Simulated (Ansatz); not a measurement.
`ClB1CC1Cl` + H₂S → `SB1CC1Cl` + HCl  (ligand exchange at a B–Cl bond)

Isolated molecules relaxed with PBE0-D4/def2-TZVP in Ansatz; ΔE leaves out vibrations. CCSD(T)/CBS is the MP2 limit (def2-TZVPP, def2-QZVPP) plus CCSD(T) − MP2 in def2-TZVPP, frozen cores. This one scheme is used for every species. DFT in def2-TZVPP. One conformer a species, not always the lowest.

(1) Is it downhill or uphill in electronic energy at CCSD(T)/CBS, and by how much? (An estimate is asked.)

(2) What do these levels give: r2SCAN-D4, B97M-V, PBE0-D4, r2SCANh-D4, ωB97M-V, B2PLYP, PBE-QIDH, BLYP, r2SCANh, CCSD/def2-SVP, CCSD(T)/def2-TZVPP, HF/def2-QZVPP? (Estimate.)

Largest T1 diagnostic among the species: 0.012.

## Answers

(1) The calculation gave: Downhill: ΔE = -9.4 kJ/mol.

(2) The calculation gave: r2SCAN-D4 -10.9, B97M-V -9.1, PBE0-D4 -11.9, r2SCANh-D4 -10.6, ωB97M-V -7.0, B2PLYP -7.7, PBE-QIDH -10.4, BLYP -6.7, r2SCANh -10.1, CCSD/def2-SVP -5.0, CCSD(T)/def2-TZVPP -9.6, HF/def2-QZVPP 1.1 kJ/mol.

Leaving LDA and LC-ωPBE aside and taking each functional with its dispersion term where it has one, the values, not all of them listed here, spread over 6.5 kJ/mol, from revPBE-D4 to BHLYP-D4. LDA lies −3.2 kJ/mol from PBE without D4. In def2-TZVPP, CCSD(T) changes the Hartree–Fock value by −10.1 kJ/mol (the triples alone add −1.7 kJ/mol) and MP2 by −11.1 kJ/mol.
